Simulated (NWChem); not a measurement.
Species: CdH2SeO; SMILES [OH][Cd][SeH]

```xyz
5

Cd    -0.0030     0.7326    -0.0023
O     -0.0282     2.7020    -0.0678
H     -0.0200     3.0871     0.8161
Se    -0.0309    -1.7087    -0.0044
H      1.4409    -1.7699    -0.0124
```
Atoms are numbered in this order, from 1.

Results from NWChem. Medium grid unless said otherwise, to which SCAN and Minnesota functionals are sensitive. All runs use the structure optimised with PBE0/def2-SVP. def2 effective core potentials on Cd; no spin-orbit coupling. B3LYP is NWChem's, with the RPA form of VWN correlation. Total energies of different functionals are on different scales.

```tsv
level	energy (Ha)	highest occupied level (eV)	orbital gap (eV)	dipole (D)
B3LYP/def2-SVP	-2645.4761	-6.62	5.03	1.43
PBE/def2-SVP	-2644.9488	-5.73	3.60	1.39
B3PW91/def2-SVP	-2645.4656	___	___	1.47
LRC-wPBEh/def2-SVP	-2645.0318	-8.71	9.03	1.52
PBE0/def2-SVP	-2645.0145	-6.89	5.58	1.49
M06-L/def2-SVP	-2645.4131	-5.89	4.20	1.44
TPSS/def2-SVP	-2645.2594	-5.83	3.85	1.41
```

Task: Fill in the missing entries.

Result: 
- B3PW91/def2-SVP, highest occupied level (eV): -6.70
- B3PW91/def2-SVP, orbital gap (eV): 5.23
